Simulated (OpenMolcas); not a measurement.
**Pr4+: moving the ligands**

Pr4+ with 8 ligands (fluoride) in square antiprismatic coordination (D4d) at 2.27 Å, a polar angle of 60.2° against the regular 57.3°. A charge of +0.5 e stands 3.2 Å behind each ligand. Ligand basis ANO-RCC-VDZP.
```
Pr    0.0000    0.0000    0.0000
F     1.8192    0.7536    1.1293
F    -0.7536    1.8192    1.1293
F    -1.8192   -0.7536    1.1293
F     0.7536   -1.8192    1.1293
F     1.8192   -0.7536   -1.1293
F     0.7536    1.8192   -1.1293
F    -1.8192    0.7536   -1.1293
F    -0.7536   -1.8192   -1.1293
```

| Quantity | Value |
| --- | --- |
| Program | OpenMolcas |
| Method | SS-CASPT2, IPEA 0.25 Eh, imaginary shift 0.1 Eh (closed shells correlated: 5s 5p and the ligand valence shells) |
| Basis | ANO-RCC-VDZP [7s6p4d2f1g] |
| Scalar Hamiltonian | DKH2, point nucleus |
| Active space | 1 electron in 7 orbitals (4f) |
| State averaging | 2S+1 = 2 odd, 7 roots |
| Spin-orbit coupling | state interaction with AMFI integrals over the reference wave functions |

Runs around this geometry, states. Energies in cm-1 above the lowest state or level, χT in cm3 K/mol.

```csv
R (Å),Ground state,First state of that spin,First gap with spin-orbit (degeneracies),Width of lowest J,χT at 300 K
2.23,2S+1 = 2,670,"640 (2, 2)",837,0.599
2.27,2S+1 = 2,590,"620 (2, 2)",822,0.611
2.41,2S+1 = 2,340,"540 (2, 2)",729,0.653
```

Taking the width of the lowest J multiplet as R^-n, n = -ln(729 / 837) / ln(2.41 / 2.23) = 1.8 between the shortest and longest distance.

Over all roots computed the reference weight is 0.66 in R = 2.23, 0.66 in R = 2.27, 0.65 in R = 2.41; a low but even weight reflects the number of correlated electrons. Splittings of an f shell from a small cluster at a set distance can be off by tens of per cent, mostly too small. No measured value stands beside these numbers; the geometry is a model, was not optimised and need not be the one that this ion takes.

A state without a sure symmetry label is named by its multiplicity alone.
